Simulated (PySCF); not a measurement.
Cl (SMILES [Cl-]), charge -1, singlet; LC-WPBE/6-31G*, TDA (PySCF).

PySCF was given this input:
```python
from pyscf import gto, scf, dft, tdscf

mol = gto.Mole()
mol.atom = '''
    Cl    0.000000    0.000000    0.000000
'''
mol.basis = '6-31g*'
mol.charge = -1
mol.spin = 0
mol.verbose = 4
mol.build()

mf = dft.RKS(mol)
mf.xc = 'lc_wpbe'
mf.kernel()
td = mf.TDA()
td.nstates = 5
td.kernel()
td.analyze()
```

What the program printed (banner, timings and long lists left out):

```
PySCF version 2.14.0

[INPUT] verbose = 4
[INPUT] num. atoms = 1
[INPUT] num. electrons = 18
[INPUT] charge = -1
[INPUT] spin (= nelec alpha-beta = 2S) = 0
[INPUT] symmetry False subgroup None
[INPUT] Mole.unit = angstrom
[INPUT] Symbol           X                Y                Z      unit          X                Y                Z       unit  Magmom
[INPUT]  1 Cl     0.000000000000   0.000000000000   0.000000000000 AA    0.000000000000   0.000000000000   0.000000000000 Bohr   0.0

nuclear repulsion = 0
number of shells = 8
number of NR pGTOs = 51
number of NR cGTOs = 18
basis = 6-31g*
ecp = {}

******** <class 'pyscf.dft.rks.RKS'> ********
method = RKS
initial guess = minao
damping factor = 0
level_shift factor = 0
DIIS = <class 'pyscf.scf.diis.CDIIS'>
diis_start_cycle = 1
diis_space = 8
diis_damp = 0
SCF conv_tol = 1e-09
SCF conv_tol_grad = None
SCF max_cycles = 50
direct_scf = True
direct_scf_tol = 1e-13
XC library pyscf.dft.libxc version 7.1.2
    S. Lehtola, C. Steigemann, M. J. T. Oliveira, and M. A. L. Marques,  SoftwareX 7, 1–5 (2018)
XC functionals = lc_wpbe
    O. A. Vydrov and G. E. Scuseria,  J. Chem. Phys. 125, 234109 (2006)
radial grids:
    Treutler-Ahlrichs [JCP 102, 346 (1995); DOI:10.1063/1.469408] (M4) radial grids

becke partition: Becke, JCP 88, 2547 (1988); DOI:10.1063/1.454033
pruning grids: <function nwchem_prune>
grids dens level: 3
symmetrized grids: False
atomic radii adjust function: <function treutler_atomic_radii_adjust>
small_rho_cutoff = 0
Set gradient conv threshold to 3.16228e-05
Initial guess from minao.
tot grids = 18880
init E= -459.822976551319
  HOMO = -0.442203949329224  LUMO = 0.437984093755857  gap/eV = 23.95114
cycle= 1 E= -460.057150532361  delta_E= -0.234  |g|= 0.387  |ddm|= 0.526
  HOMO = -0.0101408310328871  LUMO = 0.836490005759732  gap/eV = 23.03800
cycle= 2 E= -460.09837740425  delta_E= -0.0412  |g|= 0.198  |ddm|= 0.92
  HOMO = -0.101511787981974  LUMO = 0.766279970910079  gap/eV = 23.61382
cycle= 3 E= -460.109128065126  delta_E= -0.0108  |g|= 0.00389  |ddm|= 0.275
  HOMO = -0.105078915233279  LUMO = 0.764514023323195  gap/eV = 23.66283
cycle= 4 E= -460.10913214182  delta_E= -4.08e-06  |g|= 3.01e-05  |ddm|= 0.00556
  HOMO = -0.105069886242191  LUMO = 0.764505704554891  gap/eV = 23.66236
cycle= 5 E= -460.109132142209  delta_E= -3.89e-10  |g|= 4.46e-06  |ddm|= 7.13e-05
  HOMO = -0.10507190322047  LUMO = 0.764504562018155  gap/eV = 23.66238
Extra cycle  E= -460.109132142217  delta_E= -8.87e-12  |g|= 9.61e-07  |ddm|= 1.03e-05
converged SCF energy = -460.109132142217

******** <class 'pyscf.tdscf.rks.TDA'> for <class 'pyscf.dft.rks.RKS'> ********
nstates = 5 singlet
deg_eia_thresh = 1.000e-03
wfnsym = None
conv_tol = 1e-05
eigh lindep = 1e-12
eigh level_shift = 0
eigh max_cycle = 100

Excitation energies (eV)
[16.28504082 16.28504082 16.28504082 18.28604973 18.28604973]

** Singlet excitation energies and oscillator strengths **
Excited State   1:     16.28504 eV     76.13 nm  f=0.4014
       9 -> 10       -0.70582
Excited State   2:     16.28504 eV     76.13 nm  f=0.4014
       8 -> 10        0.70427
Excited State   3:     16.28504 eV     76.13 nm  f=0.4014
       7 -> 10       -0.70551
Excited State   4:     18.28605 eV     67.80 nm  f=0.0000
       7 -> 11       -0.32904
       7 -> 12       -0.10434
       7 -> 13        0.29579
       8 -> 11        0.11478
       8 -> 12       -0.10129
       8 -> 13        0.33203
       9 -> 11       -0.35821
       9 -> 13       -0.17188
Excited State   5:     18.28605 eV     67.80 nm  f=0.0000
       7 -> 11        0.19797
       7 -> 12        0.26931
       8 -> 11       -0.34914
       8 -> 12        0.31873
       8 -> 13        0.14784
       9 -> 11       -0.29086
       9 -> 12       -0.23261

** Transition electric dipole moments (AU) **
state          X           Y           Z        Dip. S.      Osc.
  1        -0.3455     -0.9406      0.0453      1.0061      0.4014
  2         0.6866     -0.2186      0.6978      1.0061      0.4014
  3         0.6445     -0.2713     -0.7191      1.0061      0.4014
  4        -0.0000      0.0000      0.0000      0.0000      0.0000
  5         0.0000     -0.0000     -0.0000      0.0000      0.0000

** Transition velocity dipole moments (imaginary part, AU) **
state          X           Y           Z        Dip. S.      Osc.
  1        -0.1854     -0.5046      0.0243      0.2896      0.3226
  2         0.3683     -0.1173      0.3744      0.2896      0.3226
  3         0.3458     -0.1456     -0.3858      0.2896      0.3226
  4        -0.0000     -0.0000      0.0000      0.0000      0.0000
  5         0.0000     -0.0000     -0.0000      0.0000      0.0000

** Transition magnetic dipole moments (imaginary part, AU) **
state          X           Y           Z
  1        -0.0000      0.0000     -0.0000
  2         0.0000     -0.0000     -0.0000
  3        -0.0000     -0.0000     -0.0000
  4         0.0000      0.0000      0.0000
  5        -0.0000     -0.0000     -0.0000
```
